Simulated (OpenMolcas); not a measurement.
**Multiconfigurational calculation on Nd2+**

Nd2+ among 6 point charges of -0.5 e arranged as a trigonal antiprism (D3d), 2.22 Å from the ion, with a polar angle of 59.7° against the regular 54.74°. With inversion symmetry the input lists one of each pair of outer charges.

Input:

```
&GATEWAY
Coord
1

Nd 0.0 0.0 0.0
Basis=ANO-RCC-VTZP
Group=XYZ
NoMove
AngMom=0.0 0.0 0.0
AMFI
XField
3 Angstrom 0
0.000000 1.915991 1.121328 -0.500000
1.659297 -0.957996 1.121328 -0.500000
1.659297 0.957996 -1.121328 -0.500000
&SEWARD
&RASSCF
FileOrb=start.orb
Symmetry=1
Spin=5
nActEl=4 0 0
Inactive=15 12
Ras2=0 7
CIRoot=35 35 1
SDav=35
CIMx=300
Iter=120 100
PrWF=0.3
OrbListing=Nothing
MaxOrb=0
>>> COPY $Project.JobIph JOB001
&RASSCF
FileOrb=start.orb
Symmetry=1
Spin=3
nActEl=4 0 0
Inactive=15 12
Ras2=0 7
CIRoot=162 162 1
SDav=210
CIMx=300
Iter=120 100
PrWF=0.3
OrbListing=Nothing
MaxOrb=0
CIOnly
>>> COPY $Project.JobIph JOB002
&RASSCF
FileOrb=start.orb
Symmetry=1
Spin=1
nActEl=4 0 0
Inactive=15 12
Ras2=0 7
CIRoot=162 162 1
SDav=196
CIMx=300
Iter=120 100
PrWF=0.3
OrbListing=Nothing
MaxOrb=0
CIOnly
>>> COPY $Project.JobIph JOB003
&RASSI
NrOfJobIphs=3 32 106 31
1 2 3 4 5 6 7 8 9 10 11 12 13 14 15 16 17 18 19 20 21 22 23 24 25 26 27
28 29 30 31 32
1 2 3 4 5 6 7 8 9 10 11 12 13 14 15 16 17 18 19 20 21 22 23 24 25 26 27
28 29 30 31 32 33 34 35 36 37 38 39 40 41 42 43 44 45 46 47 48 49 50 51
52 53 54 55 56 57 58 59 60 61 62 63 64 65 66 67 68 69 70 71 72 73 74 75
76 77 78 79 80 81 82 83 84 85 86 87 88 89 90 91 92 93 94 95 96 97 98 99
100 101 102 103 104 105 106
1 2 3 4 5 6 7 8 9 10 11 12 13 14 15 16 17 18 19 20 21 22 23 24 25 26 27
28 29 30 31
IphNames
JOB001
JOB002
JOB003
EJob
SpinOrbit
DIPRint=1.0
SOCoupling=1000.0
Subsets=2
Property=9
'ANGMOM' 1 'ANGMOM' 2 'ANGMOM' 3 'MLTPL  1' 1 'MLTPL  1' 2 'MLTPL  1' 3
'AMFI' 1 'AMFI' 2 'AMFI' 3
SOProperty=3
'ANGMOM' 1 'ANGMOM' 2 'ANGMOM' 3
```

Launched by
```bash
OMP_NUM_THREADS=1 MOLCAS_MEM=2252 MOLCAS_PROJECT=a pymolcas a.inp > a.log  # once for each step of the input, in one work folder
```

A driver script runs the steps one by one and writes start.orb anew before each from the orbitals found so far, so a CI-only block uses the converged orbitals of the first block.

Output, cut to the results:

```
--- SEWARD ---
Basis set label: ND.ANO-RCC...8S7P5D3F2G1H.

      Electronic valence basis set:
      ------------------
      Associated Effective Charge  60.000000 au
      Associated Actual Charge     60.000000 au
      Nuclear Model: Point charge

      Shell  nPrim  nBasis  Cartesian Spherical Contaminant
         s      25       8        X
         p      22       7        X
         d      15       5                 X
         f      11       3                 X
         g       4       2                 X
         h       2       1                 X
                  Relativistic Douglas-Kroll-Hess integrals:
                    - DKH order of Hamiltonian: 2
                    - DKH order of Properties : 0
                  Atomic mean-field integrals
--- RASSCF ---
Wave function specifications:
      -----------------------------

      Number of closed shell electrons          54
      Number of electrons in active shells       4
      Max number of holes in RAS1 space          0
      Max nr of electrons in RAS3 space          0
      Number of inactive orbitals               27
      Number of active orbitals                  7
      Number of secondary orbitals              70
      Spin quantum number                      2.0
      State symmetry                             1
Orbital specifications:
      -----------------------

      Symmetry species                           1   2
                                                ag  au
      Frozen orbitals                            0   0
      Inactive orbitals                         15  12
      Active orbitals                            0   7
      RAS1 orbitals                              0   0
      RAS2 orbitals                              0   7
      RAS3 orbitals                              0   0
      Secondary orbitals                        36  34
      Deleted orbitals                           0   0
      Number of basis functions                 51  53
      Number of CSFs                            35
      Number of root(s) required                35
      Iter CI   SX   CI       RASSCF       Energy    max ROT     max BLB   max BLB  Level Ln srch  Step   QN
          iter iter root      energy       change     param      element    value   shift minimum  type update
 Nr of preliminary CI iterations:   1
      Total energies have been shifted. Add                -9000.00 au
        1   1   13    0  -616.82884782    0.00E+00  -4.00E-02   15  18 1 -6.87E-02*  0.79   0.00    SX    NO
        2   1   12    0  -616.83918191   -1.03E-02* -6.57E-03   12  26 1 -3.08E-02*  0.68   0.00    SX    NO
        3   1   12    0  -616.84079368   -1.61E-03* -7.12E-03    9  18 1  1.09E-02*  0.72   0.00    SX    NO
        4   1   10    0  -616.84113524   -3.42E-04* -1.79E-03   12  26 1 -6.13E-03*  0.70   0.00    SX    NO
        5   1   10    0  -616.84120965   -7.44E-05* -1.02E-03   10  24 1  2.47E-03*  0.71   0.74    QN   YES
        6   1    8    0  -616.84122940   -1.98E-05*  7.37E-04   11  21 2  6.36E-04*  0.71   1.22    QN   YES
        7   1    8    0  -616.84123162   -2.22E-06*  3.66E-04   11  21 2  2.53E-04*  0.70   1.29    QN   YES
        8   1    7    0  -616.84123186   -2.40E-07*  7.58E-05   15  16 1 -3.13E-05   0.70   1.11    QN   YES
        9   1    6    0  -616.84123187   -1.01E-08* -3.09E-05   15  16 1 -2.08E-05   0.70   1.32    QN   YES
       10   1    5    0  -616.84123187   -1.40E-09  -5.83E-06   11  24 2  5.24E-06   0.70   1.17    QN   YES
      Convergence after 10 iterations
       11   1    5    0  -616.84123187   -9.82E-11  -5.83E-06   11  21 2 -1.51E-06   0.70   1.17    QN   YES
      Natural orbitals and occupation numbers for root  1
      sym 2:   0.675964   0.325055   0.675965   0.992270   0.490989   0.325055   0.514702
      Natural orbitals and occupation numbers for root  2
      sym 2:   0.635131   0.519626   0.635130   1.000000   0.364870   0.364869   0.480374
      Natural orbitals and occupation numbers for root  3
      sym 2:   0.495715   0.503744   0.907459   0.147484   0.908891   0.480058   0.556650
::    RASSCF root number  1 Total energy:  -9616.90259763
::    RASSCF root number  2 Total energy:  -9616.90257005
::    RASSCF root number  3 Total energy:  -9616.90230813
::    RASSCF root number  4 Total energy:  -9616.90230813
::    RASSCF root number  5 Total energy:  -9616.90204122
::    RASSCF root number  6 Total energy:  -9616.90204122
::    RASSCF root number  7 Total energy:  -9616.90203993
...
--- RASSI ---
SPIN-FREE ENERGIES:
  (Shifted by EMIN (a.u.) =      -9616.9025976342)

 SF State       Relative EMIN(au)   Rel lowest level(eV)    D:o, cm**(-1)      L_eff

     1             0.0000000000        0.0000000000              0.0000         6.0
     2             0.0000275846        0.0007506161              6.0541         6.0
     3             0.0002895040        0.0078778046             63.5388         6.0
     4             0.0002895040        0.0078778046             63.5388         6.0
     5             0.0005564183        0.0151409125            122.1197         6.0
     6             0.0005564187        0.0151409251            122.1198         6.0
     7             0.0005577092        0.0151760401            122.4030         6.0
     8             0.0016354868        0.0445038636            358.9479         6.0
     9             0.0016354868        0.0445038636            358.9479         6.0
    10             0.0016669175        0.0453591365            365.8461         6.0
    11             0.0016669182        0.0453591562            365.8463         6.0
    12             0.0017388063        0.0473153292            381.6239         6.0
    13             0.0017450429        0.0474850361            382.9926         6.0
    14             0.0601080610        1.6356236641          13192.1945         3.0
    15             0.0607185575        1.6522361195          13326.1830         3.0
    16             0.0607185590        1.6522361601          13326.1833         3.0
    17             0.0612399123        1.6664229072          13440.6072         0.3
    18             0.0616421897        1.6773694319          13528.8969         2.9
    19             0.0618090285        1.6819093485          13565.5137         3.0
    20             0.0618090285        1.6819093485          13565.5137         3.0
    21             0.0624062433        1.6981603915          13696.5873         3.0
...
```

Spin-orbit levels above the lowest (labels of D3, the rotations of D3d):

| E (cm-1) | Degeneracy | Label | 2S+1 | J | |mJ| (%) | g |
| --- | --- | --- | --- | --- | --- | --- |
| 0.0 | 2 | E | 5 | 4.00 | 4 (89) | 0.00 0.00 4.29 |
| 68.5 | 1 | A1 | 5 | 4.00 | 3 (60) |  |
| 179.9 | 1 | A2 | 5 | 4.01 | 3 (99) |  |
| 218.5 | 2 | E | 5 | 4.01 | 2 (48) |  |
| 275.6 | 2 | E | 5 | 4.01 | 2 (51) | 0.00 0.00 0.73 |
| 288.7 | 1 | A1 | 5 | 4.00 | 0 (60) |  |
| 1232 | 2 | E | 5 | 5.00 | 5 (96) | 0.00 0.00 8.55 |
| 1342 | 2 | E | 5 | 4.99 | 4 (87) | 0.00 0.00 6.25 |
| 1377 | 1 | A1 | 5 | 5.01 | 3 (99) |  |
| 1379 | 1 | A2 | 5 | 4.99 | 3 (71) |  |
| 1407 | 2 | E | 5 | 5.00 | 2 (83) | 0.00 0.00 3.13 |
| 1444 | 2 | E | 5 | 5.00 | 1 (74) | 0.00 0.00 1.82 |
| 1458 | 1 | A2 | 5 | 5.00 | 0 (71) |  |
| 2567 | 1 | A1 | 5 | 6.00 | 6 (96) |  |
| 2567 | 1 | A2 | 5 | 6.00 | 6 (96) |  |
| 2665 | 2 | E | 5 | 5.99 | 5 (86) | 0.00 0.00 9.60 |
| 2704 | 2 | E | 5 | 5.99 | 4 (81) | 0.00 0.00 7.30 |
| 2729 | 1 | A1 | 5 | 5.99 | 3 (66) |  |
| 2730 | 1 | A2 | 5 | 6.01 | 3 (96) |  |
| 2760 | 2 | E | 5 | 6.00 | 2 (72) | 0.00 0.00 4.33 |

High states are left out of the spin-orbit mixing, which shifts the levels that they would mix with. This is an electrostatic model: the charges have no orbitals. A group larger than the point group allows holds several states that coincide in this model. The first state left out of the spin-orbit step lies near 34000 cm-1 above the lowest spin-free state of the reference (among the parities and spins computed), and the lists stop at four fifths of that energy or lower. No measured value stands beside these numbers.

The RASSCF and RASSI steps took 74 s on 1 thread of Arm Neoverse V1, on a shared host; the integral step is not counted.

With an even number of electrons the g values are those of a degenerate or nearly degenerate non-Kramers pair.
